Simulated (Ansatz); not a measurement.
Born–Oppenheimer molecular dynamics of H₄O₃Sn (8 atoms, charge 0, multiplicity 1). It starts from a relaxed structure.

The calculation used RKS PBE-D4/def2-SVP (Ansatz).

```json
{
  "ensemble": "NVT, Nosé–Hoover chain",
  "time step": "2 fs",
  "steps asked": "40",
  "set temperature": "400 K",
  "thermostat": "time constant 100 fs, chain length 3 (defaults)",
  "seed": "314547"
}
```

First frame:

```xyz
8
Properties=species:S:1:pos:R:3
Sn -0.044 -0.095 0.352
H 0.211 0.232 2.019
O 1.644 0.086 -0.716
H 1.752 -0.730 -1.244
O -1.389 1.161 -0.446
H -0.997 1.543 -1.257
O -0.727 -1.956 0.044
H -1.541 -1.889 -0.495
```

Task: How far do the bonds stretch over the last three quarters of this one trajectory? (Pairs bonded in most of those frames.)

Result: 
```
  bond  mean (Å)  spread (Å)  shortest  longest
Sn1–H2     1.727       0.035      1.67     1.77
Sn1–O3     2.010       0.047      1.95     2.08
Sn1–O5     2.009       0.014      1.99     2.03
Sn1–O7     1.998       0.011      1.98     2.01
 O3–H4     0.979       0.002      0.97     0.98
 O5–H6     0.985       0.036      0.92     1.04
 O7–H8     0.979       0.008      0.97     0.99
```

Mean temperature of the second half: 205 K. The conserved energy wandered by up to 6.8 meV per atom (net 4.9 meV per atom), which is poor conservation. The mean temperature of the second half is 49 % below the set value. A step of 2 fs is long for free X–H stretches (periods near 10 fs) and can bias their spread and the temperature. A run of 0.08 ps of so small a system gives no equilibrium averages.

The run took 53 s on 2 threads of Arm Neoverse V1, on a shared host, peak memory 0.12 GiB.
